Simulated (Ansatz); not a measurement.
Saddle point of SnH₅ClO₂, closed shell (SnH₃Cl ([Cl][SnH3]) + H₂O₂ ([OH][OH]) → SnH₄O₂ ([OH][O][SnH3]) + HCl; bonds formed: Sn1–O7, Cl2–H6; bonds broken: Sn1–Cl2, H6–O7), PBE0-D4/def2-TZVP structure:

```xyz
9
angstrom
Sn -0.5243 0.1714 -1.0827
Cl 2.2885 -0.7649 -0.5216
H -0.4888 -1.1721 -2.1061
H -2.1205 0.5254 -0.5754
H 0.3264 1.5771 -1.4676
H 1.1500 -0.6082 0.5739
O 0.0369 -0.4787 0.8696
O -0.1234 0.6019 1.7843
H -0.5449 0.1483 2.5256
```

Energies are electronic, without zero-point energy. Barriers and step energies count from the start structure reached by relaxing down the imaginary mode; all methods use the PBE0-D4 structures, on which another method's saddle can fall below an end. Ansatz 0.2.0; basis: def2-TZVPP, with def2-QZVPP for the basis limit; cores frozen in the correlated methods. Filled d shells of the heavier atoms are correlated. Core potentials replace the inner electrons of the atoms past krypton. The def2 sets are not built for correlating such inner shells, so the correlated values are less sure here. B3LYP uses VWN-RPA correlation. Extrapolation: Hartree–Fock as exp(−7.88 √X), correlation as X^−2.97.

```
      method  barrier (kcal/mol)  step energy (kcal/mol)
       SPW92               13.34                   14.46
      PBE-D4               17.99                   15.07
     BLYP-D4                   ?                   13.79
   r2SCAN-D4               19.16                   15.83
      B97M-V                   ?                   16.87
     PBE0-D4               21.71                   17.67
    B3LYP-D4               21.88                   16.03
  r2SCAN0-D4               22.17                   18.04
    BHLYP-D4               25.69                   18.72
CAM-B3LYP-D4               22.48                   15.99
     wB97X-V               23.45                   17.21
     wB97M-V                   ?                   17.94
      B2PLYP               22.58                   15.55
    PBE-QIDH               23.32                   17.79
  RPA on PBE               24.05                   15.14
          HF               33.05                   21.26
         MP2               22.53                   15.79
        CCSD               25.87                   16.98
     CCSD(T)               23.98                   16.05
```

(1) Fill in the withheld barriers. (An estimate is asked for; the value comes from the calculation.)

The T1 diagnostic stays at or below 0.014.

Results:

(1) By the calculation: BLYP-D4 18.97; wB97M-V 23.41; B97M-V 22.66 kcal/mol. Each is the energy of the saddle less that of the start structure, by the same method.

For comparison, the barrier by CCSD(T) at an estimated basis limit (MP2 extrapolated from triple and quadruple zeta, plus CCSD(T) − MP2 in triple zeta) is 22.91 kcal/mol.

Labels in which every atom is bracketed show which atoms are joined, not bond orders.

For scale, one of the runs: CCSD(T)/def2-TZVPP, 224 basis functions, launched by `ansatz run in.yaml --threads 4 --pin off --events-out ev --progress --plain --max-ram 9574MiB`. Hardware: 4 CPU threads of an Arm Neoverse V2, shared host. Wall time 2.8 min; peak host memory 4 GiB.
